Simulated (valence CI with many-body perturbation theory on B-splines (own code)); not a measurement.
The numbers below are computed, except where a source is named.
**La⁵²⁺: what each term of the Hamiltonian does**

Method: relativistic CI+MBPT: three valence electrons over a frozen Dirac-Fock core [He], a basis of 11 s, 11 p, 9 d, 7 f, 5 g, 2 h, 1 i functions for each j, with the one-electron correlation potential Σ1, the two-electron term Σ2, the three-electron term Σ3, Breit, model QED; selected CI, second order for the rest (own B-spline code, finite nucleus).

The last digits are not significant, and no measured levels were compared; by estimate large intervals hold to a few tenths of a per cent, small ones and those within an open d or f shell to about a per cent.

Each rung adds one term. CI alone is the Dirac-Coulomb CI over the frozen core; QED comes last and gives the full result, which names the levels. Energies are above (2s^2 2p1/2) J=1/2 on the same rung, in eV.

Levels are named by their leading jj configuration (3d3/2^4 stands for four electrons in 3d with j = 3/2), which in mixed levels can hold well under half, so a name can repeat and another be missing. Letters in brackets count levels of one name in rising energy.

| Level | CI alone |
| --- | --- |
| (2s 2p1/2^2) J=1/2 | 177.2 |
| (2s^2 2p3/2) J=3/2 | 461.3 |
| (2s 2p1/2 2p3/2) J=3/2 [a] | 584.8 |
| (2s 2p1/2 2p3/2) J=5/2 | 622.9 |
| (2s 2p1/2 2p3/2) J=1/2 | 671.1 |
| (2s 2p1/2 2p3/2) J=3/2 [b] | 674.3 |
| (2p1/2^2 2p3/2) J=3/2 | 861.7 |
| (2s 2p3/2^2) J=5/2 | 1066.6 |
| (2s 2p3/2^2) J=1/2 | 1140.7 |
| (2s 2p3/2^2) J=3/2 | 1145.3 |
| (2p1/2 2p3/2^2) J=3/2 | 1288.5 |
| (2p1/2 2p3/2^2) J=5/2 | 1313.4 |
| (2p1/2 2p3/2^2) J=1/2 | 1348.2 |
| (2p3/2^3) J=3/2 | 1783.7 |
| (2s^2 3s) J=1/2 | 5859.5 |
| (2s^2 3p1/2) J=1/2 | 5920.6 |

**Question.** What do these energies become with core correlation, Breit and QED?

**Answer.** (2s 2p1/2^2) J=1/2 177.5 (+0.33); (2s^2 2p3/2) J=3/2 454.6 (-6.76); (2s 2p1/2 2p3/2) J=3/2 [a] 578.3 (-6.49); (2s 2p1/2 2p3/2) J=5/2 611.7 (-11.19); (2s 2p1/2 2p3/2) J=1/2 664.6 (-6.47); (2s 2p1/2 2p3/2) J=3/2 [b] 665.1 (-9.17); (2p1/2^2 2p3/2) J=3/2 853.8 (-7.98); (2s 2p3/2^2) J=5/2 1051.0 (-15.61); (2s 2p3/2^2) J=1/2 1129.7 (-11.05); (2s 2p3/2^2) J=3/2 1130.7 (-14.63); (2p1/2 2p3/2^2) J=3/2 1274.1 (-14.40); (2p1/2 2p3/2^2) J=5/2 1294.5 (-18.91); (2p1/2 2p3/2^2) J=1/2 1335.4 (-12.80); (2p3/2^3) J=3/2 1762.7 (-20.95); (2s^2 3s) J=1/2 5850.2 (-9.31); (2s^2 3p1/2) J=1/2 5911.2 (-9.44).

**Question.** How does the ionisation energy move along the ladder, and which term matters most?

**Answer.** CI alone 10435, + Σ1 10435, + Σ2 10435, + Σ3 10435, + Breit 10422, + QED 10422 eV. The largest step is Breit, -14 eV. NIST lists 10426 ± 4 eV (theoretical).
